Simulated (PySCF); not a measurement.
CH₆ClFSi₃, SMILES F[Si@]1(Cl)C[SiH2][SiH2]1. Geometry: r2SCAN-D4/def2-SVP. The structure was generated by enumeration; whether it is a known compound was not checked.

Give the equilibrium geometry at r2SCAN-D4/def2-SVP (PySCF confirms it by a frequency run) as bond lengths and angles. (Estimate from the structure and the level; the computed values follow.)


Atoms: F1 Si2 Cl3 C4 Si5 Si6 H7 H8 H9 H10 H11 H12. Bonded distances (Å): F1–Si2 1.629, Si2–Cl3 2.070, Si2–C4 1.877, Si2–Si6 2.348, C4–Si5 1.919, C4–H7 1.103, C4–H8 1.106, Si5–Si6 2.371, Si5–H9 1.493, Si5–H10 1.494, Si6–H11 1.491, Si6–H12 1.496. Angles (°): F1–Si2–Cl3 106.9, F1–Si2–C4 108.6, F1–Si2–Si6 110.0, Cl3–Si2–C4 115.2, Cl3–Si2–Si6 123.1, C4–Si2–Si6 91.9, Si2–C4–Si5 96.8, Si2–C4–H7 116.4, Si2–C4–H8 109.3, Si5–C4–H7 116.8, Si5–C4–H8 108.8, H7–C4–H8 108.1, C4–Si5–Si6 90.1, C4–Si5–H9 114.1, C4–Si5–H10 110.9, Si6–Si5–H9 118.9, Si6–Si5–H10 111.5, H9–Si5–H10 110.0, Si2–Si6–Si5 74.0, Si2–Si6–H11 120.5, Si2–Si6–H12 112.7, Si5–Si6–H11 121.5, Si5–Si6–H12 112.5, H11–Si6–H12 111.0.
Charge 0, spin multiplicity 1.
